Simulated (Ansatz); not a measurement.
Program: Ansatz. Geometries: PBE0-D4/def2-TZVP. ΔE: electronic, gas phase. CCSD(T)/CBS is the MP2 limit (def2-TZVPP, def2-QZVPP) plus CCSD(T) − MP2 in def2-TZVPP, frozen cores. This one scheme is used for every species. Functionals use def2-TZVPP. B3LYP here is the variant with VWN-RPA as its local correlation; programs differ in this. Elements past krypton have def2 core potentials. For In outer-core shells are correlated without core-valence functions, which leaves a few kJ/mol of doubt a bond. One conformer a species, not always the lowest.

Consider the ligand exchange at the In–C bond: `C[CH](C)[In]([OH])[SH]` + H–F → `[OH][In]([F])[SH]` + propane.

```tsv
level	ΔE (kcal/mol)
PBE0-D4	-19.3
B3LYP-D4	-21.3
PBE0	-21.1
CCSD(T)/def2-TZVPP	-18.0
```

(1) What does CCSD(T)/CBS give? (An estimate is asked.)

Largest T1 diagnostic among the species: 0.016.

## Answers

(1) The calculation gave: -17.9 kcal/mol. The listed levels differ from it by -1.4, -3.4, -3.2, -0.1 kcal/mol.

In def2-TZVPP, CCSD(T) changes the Hartree–Fock value by +10.4 kcal/mol (the triples alone add +1.2 kcal/mol) and MP2 by +12.4 kcal/mol. The D4 term adds +3.1 kcal/mol with B3LYP and +1.8 kcal/mol with PBE0; it sums over pairs of atoms, weighted by their polarisabilities, and B3LYP, whose exchange is more repulsive, gets the larger term.
